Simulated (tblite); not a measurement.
Compound: C5H8ClFSi2.
Atom-mapped SMILES: `[CH:1]#[C:2][C@@:3]1([Cl:4])[SiH2:5][SiH2:6][CH2:7][C@H:8]1[F:9]` (hydrogens: H10 on C1; H11, H12 on Si5; H13, H14 on Si6; H15, H16 on C7; H17 on C8)

Computed geometry: GFN2-xTB, gas phase.

**Question.** List the bond lengths, angles and torsions at this level.

**Answer.** 
| bond | length (pm) |
| --- | --- |
| C1≡C2 | 119.8 |
| C2–C3 | 143.0 |
| C3–Cl4 | 181.3 |
| C3–Si5 | 194.8 |
| Si5–Si6 | 231.9 |
| Si6–C7 | 192.2 |
| C7–C8 | 152.2 |
| C8–F9 | 139.0 |
| C3–C8 | 153.2 |
| C1–H10 | 104.9 |
| Si5–H11 | 146.4 |
| Si5–H12 | 146.6 |
| Si6–H13 | 146.6 |
| Si6–H14 | 146.6 |
| C7–H15 | 108.9 |
| C7–H16 | 109.0 |
| C8–H17 | 109.9 |

A selection of angles:
| angle | degrees |
| --- | --- |
| C1–C2–C3 | 179.4 |
| C2–C3–Cl4 | 108.1 |
| C2–C3–Si5 | 114.4 |
| C2–C3–C8 | 111.7 |
| Cl4–C3–Si5 | 107.0 |
| Cl4–C3–C8 | 107.4 |
| Si5–C3–C8 | 108.0 |
| C3–Si5–Si6 | 91.9 |
| Si5–Si6–C7 | 94.7 |
| Si6–C7–C8 | 108.9 |
| C7–C8–F9 | 108.0 |
| C3–C8–C7 | 112.9 |
| C3–C8–F9 | 106.4 |

Dihedral angles: C2–C3–Si5–Si6 155° (antiperiplanar); C3–Si5–Si6–C7 -5° (synperiplanar); Si5–Si6–C7–C8 -21° (synperiplanar); Si6–C7–C8–F9 -68° (synclinal); C2–C3–C8–C7 179° (antiperiplanar).

Si5 (SiH2 silicon) has angles from 91.9° to 122.6°. Si6 (SiH2 silicon) has angles from 94.7° to 118.5°. Of the pairs four or more bonds apart, Cl4···H15 is among the closest relative to their van der Waals radii: 2.75 Å, 93 % of the sum of Bondi's values. The 5-membered ring C3–Si5–Si6–C7–C8 has internal angles of 91.9° to 112.9°; it is puckered, 0.21 Å rms from its mean plane, widest ring torsion 54°. The 2 C–Si bonds span 1.922 Å (Si6–C7, drawn single) to 1.948 Å (C3–Si5, drawn single), a spread of 0.026 Å. The C–C distances run from 1.198 Å (C1≡C2, drawn triple) to 1.532 Å (C3–C8, drawn single), a spread of 0.334 Å.

Point group: C1 (no symmetry element, even within 0.4 Å). Its GFN2-xTB frequencies are all real (lowest 48 cm⁻¹). The numbers are those of one conformer. 3 starts were optimised and ended at 0.00, 0.02 and 3.20 kcal/mol (GFN2-xTB); the lowest of these is shown.
